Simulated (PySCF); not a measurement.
BP86 on Br (bromine, neutral), [Ar] 3d10 4s1 4p5 4d1, one real determinant (an excited configuration). Computed with PySCF 2.14 in aug-cc-pVQZ-PP with ECP10MDF (7s6p5d3f2g, 89 functions), with scalar relativity through the core potential.

```
cycle= 1 E= -416.143003046599  delta_E= -0.0135  |g|= 0.0737  |ddm|= 1.21
cycle= 2 E= -416.143393752416  delta_E= -0.000391  |g|= 0.0452  |ddm|= 0.183
cycle= 3 E= -416.143609017581  delta_E= -0.000215  |g|= 0.00358  |ddm|= 0.0689
cycle= 4 E= -416.143612441336  delta_E= -3.42e-06  |g|= 0.000818  |ddm|= 0.0167
cycle= 5 E= -416.143612765885  delta_E= -3.25e-07  |g|= 6.27e-05  |ddm|= 0.00339
cycle= 6 E= -416.14361276295  delta_E= 2.93e-09  |g|= 1.78e-05  |ddm|= 0.000595
cycle= 7 E= -416.143612763106  delta_E= -1.56e-10  |g|= 9.21e-07  |ddm|= 7.19e-05
converged SCF energy = -416.143612763106  <S^2> = 3.7524451  2S+1 = 4.0012224
```

Highest occupied orbital energy: 0.341 eV; ⟨L²⟩ = 7.98; populations by l: s 3.01, p 11.00, d 10.99, f 0.00.

(1) Can this result be used?

## Answers

(1) Not for this state. Self-consistency was reached. ⟨L²⟩ = 7.98 against 12 for a pure F term, so this real determinant mixes terms. Energies and moments cover only the electrons outside the core potential. The outer electron is Rydberg-like, and this basis confines it to a smaller radius and binds it less than a complete one would. At BP86 the highest occupied level has a positive energy, so only the finite basis holds that electron; for this excited configuration the basis is too tight for the outer shell.
